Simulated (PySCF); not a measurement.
Molecule: `CC(C)BCBF`, C4H11B2F.

Bonds (- single, = double, # triple, : aromatic): C1-C2, C2-C3, C2-B4, B4-C5, C5-B6, B6-F7. C1 carries H8, H9, H10; C2 carries H11; C3 carries H12, H13, H14; B4 carries H15; C5 carries H16, H17; B6 carries H18.

Frames of a GFN2-xTB Langevin trajectory at 400 K; GIAO PBE0/pcSseg-1 shieldings in PySCF, gas phase, non-relativistic; equivalent atoms averaged within each frame.

Chemical shifts δ = σref − σ; $^{13}$C (186.93 ppm) and $^{1}$H (31.72 ppm) against TMS; $^{11}$B (100.07 ppm) against BF3·OEt2; $^{19}$F (170.95 ppm) against CFCl3, all at this level. The references are static minima.

Question: How do the shifts (ppm) fluctuate along the trajectory?

Answer: 
```tsv
time (fs)	C5	C2	C1/C3	B4	B6	F7	H15	H18	H11	H8/H9/H10/H12/H13/H14
250	41.0	29.8	22.4	84.4	55.2	16.6	7.05	6.04	2.25	1.84
425	63.4	43.7	25.7	92.1	54.0	20.0	8.15	5.56	2.98	1.63
625	33.7	35.0	21.6	93.8	56.6	-6.7	8.26	6.12	0.46	0.88
800	36.0	36.6	24.4	88.5	52.6	-2.6	8.01	5.90	1.55	1.23
1000	37.2	32.9	21.6	90.4	58.2	21.2	7.61	6.14	0.85	1.23
mean of frames	42.3	35.6	23.1	89.8	55.3	9.7	7.81	5.95	1.62	1.36
standard deviation	12.1	5.2	1.8	3.6	2.2	13.3	0.49	0.24	1.02	0.38
```

5 frames give an uncertainty of the mean of about the standard deviation over 2.2 at best, since frames this close in time may not be independent; classical motion lacks zero-point vibration, and the reference would need the same averaging.
